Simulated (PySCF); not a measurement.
# How the method changes the shape and vibrations of BCl2HSi

These are calculations, not measurements. They come from PySCF 2.14.0, an open-source quantum chemistry program, on an isolated molecule that a program drew, which may never have been made. The molecule is BCl2HSi (charge 0, singlet), drawn as the SMILES string `[SiH]B(Cl)Cl`.

The geometry was optimised and harmonic frequencies were computed with HF and MP2, all in the cc-pV(D+d)Z basis, for the commonest isotopes, with a restricted reference for singlets and an unrestricted one otherwise, and a frozen core in MP2. Each result is a local minimum of its method.

Geometry at the HF minimum:
```xyz
5
BCl2HSi, angstrom
Si   -0.4143   -1.9089    2.5661
B    -1.6629   -1.5083    0.9984
Cl   -1.0490   -1.4532   -0.6586
Cl   -3.3739   -1.1540    1.2677
H    -0.6956   -3.3939    2.4584
```

Lengths of the bonds as drawn, in Å (atoms numbered as above):
```
  bond     HF    MP2
Si1-B2  2.044  2.032
B2-Cl3  1.768  1.762
B2-Cl4  1.768  1.762
Si1-H5  1.515  1.522
```

Rotational constants, in GHz:
| constant | HF | MP2 |
|---|---|---|
| A | 3.097 | 3.092 |
| B | 2.792 | 2.843 |
| C | 1.488 | 1.501 |

Harmonic frequencies in cm^-1, each column in rising order, so a row needn't be the same motion in every method:
```
rank    HF   MP2
   1   102    67
   2   242     ?
   3   284   300
   4   323   301
   5   414   412
   6   733   659
   7   907   914
   8   931   918
   9  2151  2104
```

**Estimate the missing MP2 frequency from the HF column.**

A single factor s that minimises the squared misfit of MP2 against s times HF over the other rows is sum(HF x MP2) / sum(HF^2) = 0.9767, with an rms misfit of 27 cm^-1. For rank 2 it gives 0.9767 x 242 = 236 cm^-1. The calculation gives 234 cm^-1, 2 cm^-1 below the estimate. The drawn bonds are on average 0.2 % shorter in MP2 than in HF.
